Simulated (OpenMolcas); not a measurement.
Mn4+ (d3) on a cation site of an ionic host was computed by SS-CASPT2, IPEA 0.25 Eh, imaginary shift 0.1 Eh with the d shell active (OpenMolcas, ANO-RCC-VTZP on the metal). Its lowest spin-free states, and all those of the highest spin:

```
2S+1  Degeneracy  E (cm-1)
   4           1         0
   2           2     11610
   2           3     12050
   2           3     22110
   4           3     28510
   2           3     28620
   4           3     33830
   2           1     34020
   2           3     36960
   2           2     38420
   2           3     38980
   2           1     46320
   4           3     62260
```

Task: Is the site octahedral, tetrahedral or cube-like, axial, or of lower symmetry?

Result: The states with 2S+1 = 4 have orbital degeneracies 1, 3, 3, 3. Threefold states need a cubic site. For d3 at this spin an octahedron puts the single A2 below the threefold T2 and a tetrahedron or cube puts the threefold T1 below the threefold T2, so the site is octahedral. The first gap at this spin, 28500 cm-1, is |10Dq| in ligand-field theory. The run had Mn4+ with its 6 nearest chloride ions at 2.344 Å, on the Zr site of Cs2ZrCl6 (a = 10.407 Å, distance in the model lattice 2.446 Å). The rest of the host is ab initio model potentials to 7.6 Å and point charges beyond; the distance is set by hand and nothing relaxes. Ligand basis ANO-RCC-VDZP.

Roots that are degenerate in the reference are averaged as groups; the widest CASPT2 spread within a group is 1900 cm-1 (the 3-fold group of multiplicity 2 near 76800 cm-1 above the lowest state of its run). Shifts and gaps below about the spread of the groups concerned are not significant. Over all roots computed the reference weight is 0.57 to 0.61; a low but even weight reflects the number of correlated electrons. The least metal-like active orbital is 68 % on the metal (Löwdin) and no ligand orbital is active, so the numbers are rough. Ligand-to-metal charge-transfer states are missing. With no ligand orbital active B as a rule stays too high, so bands that hang on it stand too high and its fall with covalency is understated. With one d shell and no ligand orbital active, 10Dq can be off by a tenth or more. No measured value stands beside these numbers; the geometry was set by hand and not optimised.
